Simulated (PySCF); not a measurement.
A structure optimised at PBE-D3(BJ)/def2-SVP, used in a PySCF frequency run:

```xyz
10

B      0.7270     0.2350     0.9656
F      0.3176    -0.7749     1.7180
F      1.5590     1.1306     1.4828
O      0.3927     0.3695    -0.3640
C     -0.7585    -0.1707    -0.9317
C     -0.6026    -0.2947    -2.4219
O     -1.7323    -0.4475    -0.2780
H     -1.5341    -0.6842    -2.8661
H      0.2455    -0.9694    -2.6558
H     -0.3521     0.6935    -2.8564
```
Charge 0, spin multiplicity 1.

**Question.** Write its SMILES and formula.

**Answer.** CC(=O)OB(F)F, C2H3BF2O2

**Question.** What are its rotational constants (standard atomic weights)?

**Answer.** 5.3913, 1.6924, 1.3951 GHz
